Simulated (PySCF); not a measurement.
Stepwise substitution at one centre (Sn F-H). Gas-phase values, no solvent. Strings in code marks are SMILES. In the def2 sets, heavy atoms carry core potentials. All members: neutral, multiplicity 1. Level: B3LYP-D3(BJ)/def2-TZVP // PBE0-D3(BJ)/def2-TZVP (PySCF), beside PBE-D3(BJ)/def2-TZVP // PBE0-D3(BJ)/def2-TZVP (PySCF) at the same geometries. B3LYP has the VWN-RPA correlation part, as in Gaussian.  Orbital energies are measured against the vacuum level.

```
species                 HOMO, PBE (eV)  HOMO, B3LYP-D3(BJ) (eV)
----------------------  --------------  -----------------------
`[F][Sn]([F])([F])[F]`          -10.25                   -12.11
`[F][SnH]([F])[F]`               -9.29                   -10.81
`[F][SnH2][F]`                   -8.30                 withheld
`[SnH4]`                         -7.93                    -8.98
`[F][SnH3]`                      -7.88                    -9.17
```

Q: Fit y = a + b·x, y being the HOMO at the first level, to the 4 complete rows by least squares, with x = the PBE value in eV. Give a, b and the rms residual, and predict the withheld value.

A: Means of the 4 rows: x̄ = -8.8375, ȳ = -10.268 eV. Σ(x − x̄)² = 3.9403 and Σ(x − x̄)(y − ȳ) = 5.0673, so b = 1.286 and a = ȳ − b·x̄ = 1.097 eV. The rms residual is 0.093 eV. At x = -8.3 the line gives -9.58 eV. The run for `[F][SnH2][F]` gave -9.66 eV, so the line is off by 0.08 eV, within twice the rms residual.

Codes: PySCF.
